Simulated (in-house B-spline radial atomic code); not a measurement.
## Ionising Ar6+ with different functionals

Computed with a B-spline radial code for spherical atoms: non-relativistic Hamiltonian, point nucleus, spin-polarised at highest spin, spherical fractional occupations for the functionals, the average over the highest-spin determinants for Hartree-Fock. The ionisation energy is the difference of two self-consistent energies, [Ne] 3s2 → [Ne] 3s1, without Breit or QED terms; ε is the level of the shell that loses the electron (its least bound occupied spin orbital).

```tsv
method	rung	ΔSCF (eV)	-ε(3s) (eV)
Hartree-Fock	Hartree-Fock	121.86	122.04
HF fractional	Hartree-Fock	121.86	122.04
LDA VWN5	LDA	123.96	115.77
LDA PW92	LDA	123.95	115.76
LDA exchange-only	LDA	121.93	114.11
PBE	GGA	123.88	115.64
PBEsol	GGA	123.55	115.54
BLYP	GGA	123.96	115.68
RPBE	GGA	123.78	115.53
PW91	GGA	124.01	115.78
BP86	GGA	123.87	115.83
AM05	GGA	123.39	115.47
OLYP	GGA	123.50	115.43
TPSS	meta-GGA	123.49	115.74
SCAN	meta-GGA	122.91	115.96
r2SCAN	meta-GGA	122.82	115.91
revTPSS	meta-GGA	123.34	115.76
PBE0	global hybrid	123.63	117.52
B3LYP	global hybrid	123.98	117.34
TPSSh	global hybrid	123.44	116.48
M06-2X	global hybrid	124.13	119.72
BHandHLYP	global hybrid	123.58	119.38
r2SCAN0	global hybrid	122.89	117.69
B97-1	global hybrid	123.98	117.16
HSE06	range-separated hybrid	123.66	117.17
wB97X	range-separated hybrid	122.97	120.31
CAM-B3LYP	range-separated hybrid	123.97	119.26
LC-wPBE	range-separated hybrid	123.84	120.86
```

(1) Among the functionals, which spreads more, the ΔSCF values or the orbital energies?

(2) How do they compare with the NIST value?

## Answers

(1) The orbital energies: ΔSCF values span about 2.20 eV and the orbital energies 6.75 eV.

(2) NIST lists 124.41 eV ± 0.06 (semi-empirical, ground level to ground level). Errors run from -2.55 to -0.28 eV; M06-2X is closest (-0.28 eV), but part of that can be cancellation, since the calculations leave out relativity, Breit-QED terms, the near-degeneracy of s² and p². Hartree-Fock also lacks correlation.
